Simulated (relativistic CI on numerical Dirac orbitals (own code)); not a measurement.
Computed by Dirac-Coulomb-Breit CI, separate exchange-only KLI orbitals for each configuration, model QED (radiative potential, 1s self-energy scaled to tabulated hydrogen-like ionisation energies), unscaled Slater integrals (own radial code, finite nucleus).

Configuration list (outside the closed core [Ne]): 3s²3p⁵, 3s3p⁶, 3s²3p⁴3d, 3s3p⁵3d, 3p⁶3d, 3s3p⁴3d², 3s²3p³3d4p, 3p⁶4s, 3s3p⁴3d4s, 3s²3p⁴4s, 3p⁶4p, 3s²3p⁴4p, 3s²3p⁴4d, 3p⁵3d4p, 3s3p⁵4s, 3s²3p⁴4f, 3s3p⁵4p, 3s3p⁵4d, 3s3p⁵4f, 3s²3p⁴5s, 3s²3p⁴5p, 3s²3p³4s4p, 3s²3p⁴5d, 3s²3p⁴5f, 3s²3p⁴5g, 3s3p⁴4s², 3s3p⁵5s, 3s3p⁵5p, 3s²3p³3d², 3s²3p²3d³, 3s3p³3d³, 3s²3p²3d²4s, 3s²3p²3d²4p, 3s²3p²3d²4d, 3p⁵3d², 3p⁴3d³, 3p⁴3d²4s, 3p⁴3d²4p, 3p⁴3d²4d, 3s²3p³3d4s, 3s3p³3d²4s, 3s²3p²3d4s², 3s²3p²3d4s4p, 3s²3p²3d4s4d, 3p⁵3d4s, 3p⁴3d4s², 3p⁴3d4s4p, 3p⁴3d4s4d, 3s²3p³4s², 3s3p³3d4s², 3s²3p²4s²4p, 3s²3p²4s²4d, 3s²3p³4p², 3s²3p²3d4p², 3s3p³3d4p², 3s²3p²4s4p², 3s²3p²4p³, 3s²3p²4p²4d. Double excitations out of closed p, d and f shells are left out; levels of such configurations are missing from the list, as are those of other unlisted configurations, and high levels can miss mixing partners. These lack a partner that the ground configuration has and come out too high: 3s²3p⁴4f, 3s3p⁵4p, 3s3p⁵4d, 3s3p⁵4f, 3s²3p⁴5s.

At this charge energies of transitions that change n are usually good to better than 1 %, and those within a shell (Δn = 0) to a few per cent.

Outline of the computed level scheme of Nd XLIV. Lowest level of each configuration: 3s²3p⁵ ²P°3/2 at 0.000 eV; 3s²3p⁴3d ⁴D3/2 at 179.635 eV; 3s3p⁶ ²S1/2 at 272.091 eV; 3s²3p³3d² ⁴F°3/2 at 369.670 eV.

Some strong electric-dipole decays among the lowest 45 levels: 3s²3p⁴3d ²S1/2 → 3s²3p⁵ ²P°3/2 (1.8e+12 s⁻¹); 3s²3p⁴3d ²D5/2 → 3s²3p⁵ ²P°3/2 (1.0e+12 s⁻¹); 3s²3p⁴3d ²P3/2 → 3s²3p⁵ ²P°3/2 (8.4e+11 s⁻¹); 3s²3p⁴3d ²P1/2 → 3s²3p⁵ ²P°1/2 (7.1e+11 s⁻¹); 3s3p⁶ ²S1/2 → 3s²3p⁵ ²P°3/2 (3.3e+11 s⁻¹); 3s²3p⁴3d ²D3/2 → 3s²3p⁵ ²P°1/2 (3.3e+11 s⁻¹); 3s²3p⁴3d ²D5/2 → 3s²3p⁵ ²P°3/2 (2.6e+11 s⁻¹); 3s²3p⁴3d ²D3/2 → 3s²3p⁵ ²P°3/2 (2.0e+11 s⁻¹).

LS names give the leading component of a level, which can be under half, so a name can repeat, a term be missing and a line seem to break the LS rules.
